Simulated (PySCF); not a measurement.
Badger's rule along the fifth-period p block: bonds to Ge

r²SCAN in PySCF with def2-SVP on every atom (core potentials on In, Sn, Sb, Te), for the lowest determinant that a PBE0 search found; no spin–orbit coupling. Badger's rule says that Re = d + c·k^(−1/3) for bonds between atoms of fixed rows.

```csv
molecule,state (unpaired electrons),Re (Å),k (mdyn/Å)
GeTe,singlet (closed shell),2.352,3.03
GeSb,doublet (π ↑),2.453,?
SnGe,triplet (π ↑↑),2.584,?
InGe,"quartet (σ ↑, π ↑↑)",2.658,0.877
```

Task: Fix c and d from GeTe and InGe.

Result: c = (2.658 − 2.352)/(0.877^(−1/3) − 3.03^(−1/3)) = 0.865, d = 2.352 − c·3.03^(−1/3) = 1.754 Å.

Task: Predict k of the others and set the computed values beside them.

Result: 

```csv
molecule,k by the rule,k computed,difference (%)
GeSb,1.90,2.20,-14
SnGe,1.13,1.52,-25
```

The rule misses by 20 % on average; it knows nothing of spin state or of how ionic a bond is, and both change along this series.

Spin–orbit coupling is left out. States were picked by a PBE0 search and need not be the measured ground states.
